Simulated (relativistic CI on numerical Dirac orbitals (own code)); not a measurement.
Method of calculation: Dirac equation for one electron, model QED (radiative potential, 1s self-energy scaled to tabulated hydrogen-like ionisation energies) (own radial code, finite nucleus).

CI space: 1s, 2s, 2p, 3s, 3p, 3d, 4s, 4p, 4d, 4f, 5s, 5p, 5d, 5f, 5g, 6s, 6p, 6d. Levels of other configurations are missing.

Outline of the computed level scheme of As XXXIII. Lowest level of each configuration: 1s 2S_1/2 at 0.0 eV; 2p 2P°_1/2 at 11255.6 eV; 2s 2S_1/2 at 11256.9 eV; 3p 2P°_1/2 at 13358.1 eV; 3s 2S_1/2 at 13358.5 eV; 3d 2D_3/2 at 13374.6 eV; 4p 2P°_1/2 at 14091.7 eV; 4s 2S_1/2 at 14091.9 eV; 4d 2D_3/2 at 14098.7 eV.

Some strong electric-dipole decays among the lowest 14 levels: 2p 2P°_1/2 → 1s 2S_1/2 (7.5e+14 s⁻¹); 2p 2P°_3/2 → 1s 2S_1/2 (7.3e+14 s⁻¹); 3p 2P°_3/2 → 1s 2S_1/2 (2.0e+14 s⁻¹); 3p 2P°_1/2 → 1s 2S_1/2 (2.0e+14 s⁻¹); 4p 2P°_3/2 → 1s 2S_1/2 (8.0e+13 s⁻¹); 4p 2P°_1/2 → 1s 2S_1/2 (7.9e+13 s⁻¹); 3d 2D_5/2 → 2p 2P°_3/2 (7.7e+13 s⁻¹); 3d 2D_3/2 → 2p 2P°_1/2 (6.5e+13 s⁻¹).
